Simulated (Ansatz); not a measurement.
C₁₀H₇FSSe, SMILES c1(F)cc(/C=C/c2ccc[se]2)sc1. Heavy atoms are numbered as in [F:1][c:2]1[cH:3][s:4][c:5](/[CH:6]=[CH:7]/[c:8]2[cH:9][cH:10][cH:11][se:12]2)[cH:13]1.

Method: PBE-D3(BJ)/def2-SVP (Ansatz, a quantum-chemistry and plane-wave program).

Bond lengths of the relaxed neutral molecule (Å): F1–C2 1.340, C2–C3 1.386, C2–C13 1.419, C3–S4 1.727, S4–C5 1.756, C5–C6 1.443, C5–C13 1.396, C6–C7 1.369, C7–C8 1.444, C8–C9 1.395, C8–Se12 1.896, C9–C10 1.423, C10–C11 1.383, C11–Se12 1.865.

**Question.** How do the bond lengths change in the relaxed lowest triplet? (An estimate is asked for; the answer gives what the named calculation found.)

**Answer.** 
```json
[
 {"bond": "F1–C2", "neutral (Å)": "1.340", "triplet (Å)": "1.339"},
 {"bond": "C2–C3", "neutral (Å)": "1.386", "triplet (Å)": "1.401"},
 {"bond": "C2–C13", "neutral (Å)": "1.419", "triplet (Å)": "1.399"},
 {"bond": "C3–S4", "neutral (Å)": "1.727", "triplet (Å)": "1.735"},
 {"bond": "S4–C5", "neutral (Å)": "1.756", "triplet (Å)": "1.788"},
 {"bond": "C5–C6", "neutral (Å)": "1.443", "triplet (Å)": "1.391"},
 {"bond": "C5–C13", "neutral (Å)": "1.396", "triplet (Å)": "1.431"},
 {"bond": "C6–C7", "neutral (Å)": "1.369", "triplet (Å)": "1.446"},
 {"bond": "C7–C8", "neutral (Å)": "1.444", "triplet (Å)": "1.389"},
 {"bond": "C8–C9", "neutral (Å)": "1.395", "triplet (Å)": "1.436"},
 {"bond": "C8–Se12", "neutral (Å)": "1.896", "triplet (Å)": "1.925"},
 {"bond": "C9–C10", "neutral (Å)": "1.423", "triplet (Å)": "1.402"},
 {"bond": "C10–C11", "neutral (Å)": "1.383", "triplet (Å)": "1.398"},
 {"bond": "C11–Se12", "neutral (Å)": "1.865", "triplet (Å)": "1.876"}
]
```
